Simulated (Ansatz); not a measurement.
CHBClNO, SMILES `O=C=NBCl`, relaxed with RKS PBE-D4/def2-SVP in Ansatz 0.2.0 from a rough embedded geometry. The force threshold is 0.03 eV/Å; the program also tests the step.

Charge 0, multiplicity 1.

Start:

```xyz
6

O    -0.962    0.770   -2.213
C    -0.716    0.047   -1.237
N    -0.467   -0.718   -0.275
B     0.429   -0.388    0.911
Cl    1.112    1.384    1.016
H     0.604   -1.095    1.797
```

(1) By how much does the energy fall, and how many steps does the optimiser take? (Estimate.)

(2) Which bonds change most? (An estimate is asked.)

(3) Give the relaxed structure. (Estimate.)

Answers

(1) Ansatz gave: 0.72 eV, in 13 steps.

(2) Ansatz gave: B4–Cl5 from 1.902 to 1.764 Å; N3–B4 from 1.522 to 1.408 Å; B4–H6 from 1.148 to 1.211 Å; O1–C2 from 1.239 to 1.179 Å.

(3) Computed: 
```xyz
6

O    -1.309    0.209   -2.401
C    -0.762    0.073   -1.366
N    -0.208   -0.085   -0.302
B     0.466   -0.184    0.930
Cl    1.364    1.196    1.561
H     0.449   -1.208    1.577
```
